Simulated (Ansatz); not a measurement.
`[F][Zn][BH][SiH3]` + `OC(F)[SiH3]` → `FC([SiH3])O[SiH3]` + `[BH2][Zn][F]`  (cleavage of the Si–B bond)

Isolated molecules relaxed with PBE0-D4/def2-TZVP in Ansatz; ΔE leaves out vibrations. CCSD(T)/CBS is the MP2 limit (def2-TZVPP, def2-QZVPP) plus CCSD(T) − MP2 in def2-TZVPP, frozen cores. Functionals use def2-TZVPP. For Zn outer-core shells are correlated without core-valence functions, which leaves a few kJ/mol of doubt a bond. Scalar relativity is left out up to krypton. One conformer a species, not always the lowest.

`[F][Zn][BH][SiH3]`:

Cartesian coordinates in Å:
```
F 3.863 -0.088 0.311
Zn 2.179 -0.271 -0.169
B 0.231 -0.464 -0.709
Si -1.272 0.382 0.306
H -0.031 -1.187 -1.628
H -2.536 0.562 -0.459
H -1.525 -0.607 1.401
H -0.909 1.675 0.947
```

`OC(F)[SiH3]`:

Cartesian coordinates in Å:
```
O 1.300 -0.938 0.290
C 0.049 -0.436 0.574
F -0.893 -1.469 0.564
Si -0.426 0.841 -0.768
H 1.612 -1.468 1.032
H -0.001 -0.018 1.589
H -0.339 0.194 -2.098
H -1.811 1.302 -0.500
H 0.508 1.992 -0.683
```

`FC([SiH3])O[SiH3]`:

```xyz
12

F    -1.498    0.861    0.005
C    -0.424    0.100   -0.456
Si   -1.054   -1.645   -0.922
O     0.524   -0.007    0.540
Si    1.336    1.294    1.183
H    -0.024    0.658   -1.316
H     0.089   -2.424   -1.462
H    -2.107   -1.514   -1.960
H    -1.596   -2.290    0.297
H     0.523    1.989    2.210
H     2.562    0.736    1.796
H     1.670    2.241    0.085
```

`[BH2][Zn][F]`:

Cartesian coordinates in Å:
```
B -0.559 -0.618 0.379
Zn 0.683 0.755 -0.463
F 1.758 1.943 -1.191
H -1.643 -0.316 0.783
H -0.238 -1.764 0.492
```

CCSD(T)/CBS gives -21.4 kcal/mol.

Q: Another level gave -21.4 kcal/mol. Which?
A. ωB97X-V/def2-TZVPP
B. MP2/def2-TZVPP
C. PBE-D4/def2-TZVPP
D. r2SCAN-D4/def2-TZVPP

A: A. ωB97X-V -21.4, PBE-D4 -16.0, MP2/def2-TZVPP -23.5, r2SCAN-D4 -19.8 kcal/mol.

Largest T1 diagnostic among the species: 0.016.

In def2-TZVPP, CCSD(T) changes the Hartree–Fock value by +5.1 kcal/mol (the triples alone add +0.6 kcal/mol) and MP2 by +3.1 kcal/mol. From PBE to PBE0 (25 % exact exchange), in def2-TZVPP and without D4, ΔE moves by −1.8 kcal/mol.
